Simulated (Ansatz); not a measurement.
Input file for CH6BNS, SMILES `BSCN`:

```yaml
crystal:
  periodic: [false, false, false]
  atoms:
    - {symbol: B, position_ang: [-1.132817, 1.611762, 0.068131]}
    - {symbol: S, position_ang: [-1.256941, -0.026596, 0.690463]}
    - {symbol: C, position_ang: [0.433135, -0.685501, 0.513205]}
    - {symbol: N, position_ang: [0.766470, -0.902180, -0.871967]}
    - {symbol: H, position_ang: [-2.140063, 2.250510, 0.056382]}
    - {symbol: H, position_ang: [-0.085114, 2.046726, -0.297584]}
    - {symbol: H, position_ang: [0.448002, -1.580980, 1.148738]}
    - {symbol: H, position_ang: [1.122949, 0.043833, 0.938502]}
    - {symbol: H, position_ang: [0.191063, -1.630329, -1.276518]}
    - {symbol: H, position_ang: [1.736414, -1.178346, -0.966250]}
basis:
  gaussian: {orbitals: def2-SVP}
correlation: {method: ccsd_t}
```

```sh
$ ansatz run in.yaml --threads 2 --pin off --events-out ev --progress --plain --max-ram 4352MiB
```

Output of Ansatz, abridged:

```
Functional definition: HF
904 factors; integrals over basis functions are off by at most 1.2e-3 eV
mean field evaluation 1: about -14088.1067 eV, gradient 2.7e1 eV
mean field evaluation 2: about -14088.2117 eV, gradient 2.7e1 eV
mean field evaluation 4: about -14090.2949 eV, gradient 3.2e0 eV
mean field evaluation 8: about -14090.3318 eV, gradient 1.4e-1 eV
mean field evaluation 16: about -14090.2182 eV, gradient 3.9e-1 eV
mean field -14090.33203848 eV, -517.8101516439 hartree, gradient 8.2e-6 eV, S^2 0.000000; 0 other end points of the search recorded, 0 dependent functions left out
8 core orbitals not correlated: weight in the atoms' cores, before any rotation towards them, 1.000 or more for the frozen orbitals, at most 0.000 for the correlated occupied ones
reference -14090.33203848 eV, -517.8101516439 hartree; 12, 12 occupied and 70, 70 virtual orbitals, 904 factors
second order -14.48458403 eV of doubles, -0.00000000 eV of singles
cycle   1  -15.38060494 eV  change   -9.0e-1 eV  update   8.7e-2
cycle   2  -15.81411510 eV  change   -4.3e-1 eV  update   2.7e-2
cycle   3  -15.88644723 eV  change   -7.2e-2 eV  update   1.3e-2
cycle   4  -15.88078301 eV  change    5.7e-3 eV  update   5.0e-3
cycle   5  -15.88062457 eV  change    1.6e-4 eV  update   2.1e-3
cycle   6  -15.88016181 eV  change    4.6e-4 eV  update   6.1e-4
cycle   7  -15.87992184 eV  change    2.4e-4 eV  update   1.8e-4
cycle   8  -15.87991326 eV  change    8.6e-6 eV  update   6.6e-5
cycle   9  -15.87991280 eV  change    4.6e-7 eV  update   2.2e-5
perturbative correction -0.47822494 eV, -0.0175744424 hartree
Total energy: -14106.69017622 eV, -518.4113021179 hartree
```

It took 3.3 s on 2 threads of an Arm Neoverse V1 on a shared host, with 0.31 GiB of host memory at the peak.

The correlation energy is -16.358 eV, 2.9 % of it from (T); the T1 diagnostic reads 0.0133.
